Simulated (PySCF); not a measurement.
# Correlation energy of Co(16+) (cobalt, charge +16)

[Ne] 3s1, 2S determinant. Calculation: PySCF 2.14, in an uncontracted even-tempered set (18 s from 1.2 bohr⁻², ratio 2.5; 11 p from 1.6 bohr⁻², ratio 2.5; 5 d from 6.4 bohr⁻², ratio 2.7; 4 f from 9.6 bohr⁻², ratio 2.7); the spin-free X2C one-electron Hamiltonian (Gaussian nucleus). Frozen: 1s2; 9 electrons correlated; the 19 highest virtual orbitals of each spin left out.

| level | correlation energy (mhartree) |
| --- | --- |
| CCSD | -316.10 |
| (T) | -0.42 |
| CCSD(T) | -316.52 |

Diagnostics: T1 = 0.00035, D1 = 0.0013, largest double amplitude 0.005.

Cost of the coupled-cluster step: of the order of 50 core-seconds, for 9 correlated electrons.
